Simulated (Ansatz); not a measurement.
Frontier orbitals of CH8BClSi2 (`C[SiH](Cl)B[SiH3]`).

```xyz
13

C    -1.537    0.459    1.770
Si   -0.277   -0.607    0.896
Cl   -1.306   -2.020   -0.224
B     1.008    0.428   -0.240
Si    1.332    0.008   -2.172
H    -2.146    1.012    1.052
H    -1.031    1.177    2.422
H    -2.200   -0.159    2.378
H     0.529   -1.373    1.892
H     1.561    1.351    0.289
H     0.120    0.519   -2.883
H     1.417   -1.458   -2.411
H     2.529    0.664   -2.767
```

Total charge 0; spin multiplicity 1. The geometry is a stationary point of PBE0-D4/def2-TZVP. It is one conformer, not always the lowest. Basis def2-TZVPP, Ansatz.

```
 functional  HOMO (eV)  LUMO (eV)  gap (eV)
LDA (SPW92)      -6.71      -4.13      2.58
        PBE      -6.62      -3.90      2.72
     r2SCAN      -6.88      -3.65      3.23
     B97M-V      -7.00      -3.77      3.23
       PBE0      -7.81      -2.97      4.84
  CAM-B3LYP      -9.14      -1.80      7.34
    ωB97M-V      -9.92      -1.00      8.92
```

Against PBE, PBE0 changes HOMO and LUMO by −1.20 and +0.93 eV, ωB97M-V by −3.30 and +2.89 eV. A gap of 2.72 eV thus becomes 8.92 eV for the same molecule, so an orbital gap means little without its functional.
